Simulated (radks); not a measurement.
Dipole-allowed excitations along the series with 4 electrons in [He] 2s2. Calculated with a radial shooting solver on a logarithmic mesh with Libxc functionals: scalar-relativistic Kohn-Sham, LDA (Slater exchange, VWN5 correlation), spin-polarised, spherical densities, finite nucleus; Fermi nuclear charge, rms radius of each element as measured or else 0.836 A^(1/3) + 0.57 fm. Time-dependent linear response with the Hartree and adiabatic LDA kernel, continuum included through the Sternheimer equations, no spin-orbit coupling, so fine structure and intercombination lines are absent. Lines are the poles of the dipole polarisability below minus the highest occupied eigenvalue, found on a grid refined at the orbital gaps; the lowest seven at most are given, and weak or close lines can be missed. The first line takes the name of the lowest orbital gap if no other gap lies below it; otherwise a line is named after a gap within 0.6 % of it, if that gap stands alone.

species,-e(HOMO) (eV),lowest orbital gap (eV),first line (eV),f,strongest line (eV),its f,static alpha (bohr^3),measured (eV)
Be,5.599,2s-2p 3.500,4.822 (2s-2p),1.30,the first,1.30,43.77,2s-2p 5.277
B+,19.413,2s-2p 5.955,8.481 (2s-2p),0.970,the first,0.970,10.77,2s-2p 9.100
C2+,40.174,2s-2p 8.323,11.774 (2s-2p),0.723,the first,0.723,4.249,-
N3+,67.800,2s-2p 10.661,14.974 (2s-2p),0.578,the first,0.578,2.102,-
O4+,102.27,2s-2p 12.992,18.143 (2s-2p),0.482,the first,0.482,1.191,-
F5+,143.58,2s-2p 15.329,21.309 (2s-2p),0.415,94.745 (unassigned),0.454,0.7387,-

Measured values: term averages from the NIST Handbook of Basic Atomic Spectroscopic Data.
